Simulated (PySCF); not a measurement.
**Working out the ionisation energy of C⁺**

C⁺ [He] 2s2 2p1 (2P) → C²⁺ [He] 2s2 (1S). Computed with PySCF 2.14 in aug-cc-pVTZ with one added diffuse shell each of s, p, d, f type (6s5p4d3f, 62 functions), with the non-relativistic Hamiltonian (point nucleus). Frozen: 1s2. Energies in hartree (1 hartree = 27.21139 eV):

```tsv
part	C⁺ (lower)	C²⁺ (upper)
UHF	-37.295006	-36.407475
MP2 opposite-spin	-0.047570	-0.043159
MP2 same-spin	-0.003463	0.000000
```

Question: What does Hartree-Fock give?

Answer: (-36.407475) − (-37.295006) = 0.887531 hartree = 24.151 eV.

Question: What do MP2 and SCS-MP2 (6/5 opposite-spin, 1/3 same-spin) give?

Answer: The opposite-spin parts differ by 0.120 eV and the same-spin parts by 0.094 eV. MP2: 24.151 + (0.120) + (0.094) = 24.365 eV. SCS-MP2: 24.151 + 1.2 × (0.120) + (0.094)/3 = 24.326 eV.

Measured between the centres of the two terms (NIST): 24.378 eV, so MP2 (valence) is off by -0.013 eV.

What remains against the reference includes basis incompleteness, the frozen core and correlation beyond second order.
